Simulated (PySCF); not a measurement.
A species of formula C3H9ClSSi2 has this rotational fingerprint, computed with wB97X-D/def2-SVPD in PySCF (dipole) on a GFN2-xTB geometry, gas phase:

- Rotational constants: A = 2315, B = 642.3, C = 567.8 MHz
- Dipole components: |μa| = 1.14 D, |μb| = 0.58 D, |μc| = 0.67 D
- Inertial defect: -115.10 u·Å²
- κ: -0.91

**Question.** Which candidate fits, each taken in the one conformer that was computed?
A. `[CH2:1]=[CH:2][CH2:3][SiH2:4][S:5][SiH2:6][Cl:7]` with C1–C2–C3–Si4 112°, C2–C3–Si4–S5 -71°, C3–Si4–S5–Si6 67°, Si4–S5–Si6–Cl7 31°
B. `[Cl:1][SiH2:2][S:3][CH:4]1[CH2:5][SiH2:6][CH2:7]1` with Cl1–Si2–S3–C4 -44°, Si2–S3–C4–C5 180°, S3–C4–C5–Si6 139°, C4–C5–Si6–C7 -13°, C5–Si6–C7–C4 13°, S3–C4–C7–Si6 -138°
C. `[Cl:1][SiH2:2][SiH2:3][S:4][CH:5]1[CH2:6][CH2:7]1` with Cl1–Si2–Si3–S4 180°, Si2–Si3–S4–C5 180°, Si3–S4–C5–C6 80°
D. `[CH3:1][C@@H:2]1[CH2:3][Si@H:4]([Cl:5])[S:6][SiH2:7]1` with C1–C2–C3–Si4 -172°, C2–C3–Si4–Cl5 152°, C3–Si4–S6–Si7 -6°, Si4–S6–Si7–C2 -15°

**Answer.** B. It is Cl[SiH2]SC1C[SiH2]C1, a near-prolate asymmetric top, point group C1. The candidates at the same level (rigid rotor, commonest isotopes):

```tsv
SMILES	A (MHz)	B (MHz)	C (MHz)	μa (D)	μb (D)	μc (D)	Δ (u·Å²)	point group	rotor
Cl[SiH2][SiH2]SC1CC1	4501	424.0	401.0	1.70	0.70	0.10	-43.92	C1	near-prolate asymmetric top
C=CC[SiH2]S[SiH2]Cl	1324	1008	757.6	1.09	0.88	0.09	-215.91	C1	asymmetric top
Cl[SiH2]SC1C[SiH2]C1	2315	642.3	567.8	1.14	0.58	0.67	-115.10	C1	near-prolate asymmetric top
C[C@@H]1C[Si@H](Cl)S[SiH2]1	1940	851.4	647.1	2.34	2.02	0.50	-73.19	C1	asymmetric top
```

`Cl[SiH2][SiH2]SC1CC1` has A 94 % too high; `C[C@@H]1C[Si@H](Cl)S[SiH2]1` has B 33 % too high; `C=CC[SiH2]S[SiH2]Cl` has B 57 % too high. No structure here is proved a minimum.
